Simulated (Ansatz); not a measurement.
Input for Ansatz (a quantum-chemistry and plane-wave program): U-CCSD(T)/def2-TZVPP on CuB, 2S+1 = 3, a spin state set in the input, which need not be the lowest, a point of a bond scan (R = 1.900 Å).

Ansatz 0.2 input:
```yaml
crystal:
  periodic: [false, false, false]
  atoms:
    - {symbol: Cu, position_ang: [0.00000000, 0.00000000, 0.00000000]}
    - {symbol: B, position_ang: [0.00000000, 0.00000000, 1.90032600]}
basis:
  gaussian:
    orbitals: def2-TZVPP
    pivot_positions_ang: [[0.00000000, 0.00000000, 0.00000000], [0.00000000, 0.00000000, 1.90032600]]
magnetization: {spin_polarized: true, initial_magnetization: 2}
correlation: {method: ccsd_t, electrons: valence}
output: {orbitals: {seedname: ./end}}
```

It printed:

```
WARN ansatz: RAYON_NUM_THREADS=1 ignored (pool sized by the plan → 1); use --threads N
Functional definition: HF
integrals: 0.15 GiB planned
738 factors; integrals over basis functions are off by at most 4.0e-4 eV
mean field: 0.25 GiB planned
mean field evaluation 1: about -45260.7873 eV, gradient 4.4e1 eV
mean field evaluation 2: about -45260.7880 eV, gradient 4.4e1 eV
mean field evaluation 4: about -45265.0406 eV, gradient 3.5e0 eV
mean field evaluation 8: about -45265.3919 eV, gradient 3.0e-1 eV
mean field evaluation 16: about -45264.0901 eV, gradient 4.7e0 eV
mean field evaluation 32: about -45260.7866 eV, gradient 4.4e1 eV
mean field evaluation 64: about -45262.9343 eV, gradient 7.5e0 eV
mean field evaluation 96: about -45264.5065 eV, gradient 4.6e-1 eV
mean field evaluation 128: about -45264.2559 eV, gradient 4.8e-5 eV
mean field evaluation 160: about -45263.6780 eV, gradient 2.2e0 eV
mean field evaluation 192: about -45264.0868 eV, gradient 6.4e-2 eV
mean field evaluation 224: about -45264.2200 eV, gradient 2.2e0 eV
mean field evaluation 256: about -45263.8140 eV, gradient 1.7e-3 eV
mean field evaluation 288: about -45265.3974 eV, gradient 2.7e-3 eV
mean field evaluation 320: about -45264.2876 eV, gradient 4.7e-4 eV
mean field evaluation 352: about -45262.5598 eV, gradient 4.2e-1 eV
mean field evaluation 384: about -45262.5360 eV, gradient 6.5e-1 eV
mean field evaluation 416: about -45262.5468 eV, gradient 3.5e-1 eV
mean field evaluation 448: about -45262.4874 eV, gradient 3.3e0 eV
mean field evaluation 480: about -45262.5388 eV, gradient 7.0e-1 eV
mean field evaluation 512: about -45263.5370 eV, gradient 2.9e-3 eV
mean field evaluation 544: about -45263.5491 eV, gradient 4.8e0 eV
mean field evaluation 576: about -45263.4265 eV, gradient 4.9e-1 eV
mean field evaluation 608: about -45263.2919 eV, gradient 1.9e-1 eV
mean field evaluation 640: about -45263.7971 eV, gradient 1.4e-2 eV
mean field evaluation 672: about -45263.8140 eV, gradient 1.3e-2 eV
mean field evaluation 704: about -45263.8140 eV, gradient 9.4e-3 eV
mean field evaluation 736: about -45262.9427 eV, gradient 3.0e-2 eV
mean field evaluation 768: about -45263.7713 eV, gradient 3.9e-3 eV
mean field evaluation 800: about -45263.7511 eV, gradient 4.5e0 eV
mean field evaluation 832: about -45262.9966 eV, gradient 1.4e0 eV
mean field evaluation 864: about -45263.0650 eV, gradient 2.4e-4 eV
mean field evaluation 896: about -45263.8126 eV, gradient 1.2e-2 eV
mean field evaluation 928: about -45263.7945 eV, gradient 2.0e-2 eV
mean field -45265.39737431 eV, -1663.4726715175 hartree, gradient 2.8e-6 eV, S^2 2.024663; 29 other end points of the search recorded, 0 dependent functions left out
determinant -45265.39737431 eV, -1663.4726715175 hartree, with singles and doubles -45287.49909792 eV, -1664.2848948793 hartree
determinant -45264.50721469 eV, -1663.4399587550 hartree, with singles and doubles -45284.61705366 eV, -1664.1789817061 hartree
determinant -45264.29830231 eV, -1663.4322813667 hartree, with singles and doubles -45287.04203604 eV, -1664.2680981649 hartree
determinant -45264.28761652 eV, -1663.4318886709 hartree, with singles and doubles -45286.01105435 eV, -1664.2302102865 hartree
determinant -45264.25590675 eV, -1663.4307233586 hartree, with singles and doubles -45284.22970093 eV, -1664.1647467559 hartree
determinant -45264.24710116 eV, -1663.4303997589 hartree, with singles and doubles -45285.05361173 eV, -1664.1950249194 hartree
determinant -45264.22507303 eV, -1663.4295902403 hartree, with singles and doubles -45284.30669956 eV, -1664.1675764033 hartree
determinant -45264.09718344 eV, -1663.4248903842 hartree, with singles and doubles -45286.26810350 eV, -1664.2396566686 hartree
determinant -45264.08715289 eV, -1663.4245217685 hartree, with singles and doubles -45284.38776970 eV, -1664.1705556760 hartree
determinant -45263.81404880 eV, -1663.4144853784 hartree, with singles and doubles -45283.35008099 eV, -1664.1324213192 hartree
determinant -45263.81404015 eV, -1663.4144850603 hartree, with singles and doubles -45283.34126363 eV, -1664.1320972874 hartree
determinant -45263.79715451 eV, -1663.4138645247 hartree, with singles and doubles -45283.69744183 eV, -1664.1451865948 hartree
determinant -45263.77130474 eV, -1663.4129145631 hartree, with singles and doubles -45283.25440693 eV, -1664.1289053624 hartree
determinant -45263.57520500 eV, -1663.4057080305 hartree, with singles and doubles -45284.77410042 eV, -1664.1847530682 hartree
determinant -45263.53698619 eV, -1663.4043035151 hartree, with singles and doubles -45284.56697542 eV, -1664.1771413647 hartree
determinant -45263.41217581 eV, -1663.3997168184 hartree, with singles and doubles -45284.45150695 eV, -1664.1728979767 hartree
determinant -45263.29246272 eV, -1663.3953174435 hartree, with singles and doubles -45284.32477974 eV, -1664.1682408376 hartree
determinant -45263.06495868 eV, -1663.3869568241 hartree, with singles and doubles -45283.17060767 eV, -1664.1258257963 hartree
determinant -45262.96014865 eV, -1663.3831051267 hartree, with singles and doubles -45283.58047998 eV, -1664.1408883260 hartree
determinant -45262.94227102 eV, -1663.3824481359 hartree, with singles and doubles -45283.60263319 eV, -1664.1417024416 hartree
determinant -45265.39737431 eV, -1663.4726715175 hartree, with singles and doubles -45287.54945755 eV, -1664.2867455616 hartree
determinant -45264.29830231 eV, -1663.4322813667 hartree, with singles and doubles -45287.64326693 eV, -1664.2901929924 hartree
6 core orbitals not correlated
reference -45265.39737431 eV, -1663.4726715175 hartree; 12, 10 occupied and 77, 79 virtual orbitals, 738 factors
second order -24.92370267 eV of doubles, -0.00000000 eV of singles
coupled cluster: 0.53 GiB planned
cycle   1  -22.15206914 eV  change    1.4e-5 eV  update   5.2e-6
perturbative correction -0.80466998 eV, -0.0295710762 hartree
Total energy: -45288.35411342 eV, -1664.3163161193 hartree
```

The calculation finished and met its thresholds.

Cost: around 3 core-minutes (rough).
